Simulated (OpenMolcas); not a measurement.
An atom or ion with 30 electrons was computed by MS-CASPT2, IPEA 0.25 Eh, imaginary shift 0.1 Eh with spin-orbit coupling (OpenMolcas, ANO-RCC-VTZP, DKH2). The lowest levels that the run gave, each within 12 % of the measured value where one is at hand:

| J | Parity | E (cm⁻¹) | g |
| --- | --- | --- | --- |
| 0 | even | 0.0 |  |
| 0 | odd | 60467 |  |
| 1 | odd | 61122 | 1.501 |
| 2 | odd | 62495 | 1.501 |
| 1 | odd | 93442 | 1.000 |
| 0 | even | 146865 |  |
| 1 | even | 147635 | 1.501 |
| 2 | even | 148676 | 1.463 |
| 2 | even | 152140 | 1.038 |
| 0 | even | 174911 |  |

Problem. Which ion is it, and what are the configurations and terms?

Solution. Ge III (Z = 32, charge +2; active space 2 electrons in 4 orbitals (4s 4p)). J, parity and g give the terms where levels are pure, and mixed ones are named by the computed weights; the size of the splittings, set against known spectra of the 30-electron sequence, gives the charge. In order, with the measured energies in cm⁻¹ (Sugar and Musgrove, J. Phys. Chem. Ref. Data 22, 1213 (1993)): 4s² ¹S₀, 4s 4p ³P°₀ (61734), 4s 4p ³P°₁ (62500), 4s 4p ³P°₂ (64144), 4s 4p ¹P°₁ (91873), 4p² ³P₀ (147685), 4p² ³P₁ (148640), 4p² ³P₂ (150372), 4p² ¹D₂ (144975), 4p² ¹S₀ (174114).

Some levels mix across a computed gap that differs much from the measured one, so their mixing is not that of the real levels. The ¹D term of p² mixes with s d, which this space lacks. Measured partners are found by configuration, term and J. A level has none where our copy of the source lacks it or the pairing is in doubt (some pairs that miss far off the trend of their configuration count as doubtful), and it then counts in no deviation. Levels of configurations outside the active space are missing.

° marks odd parity.
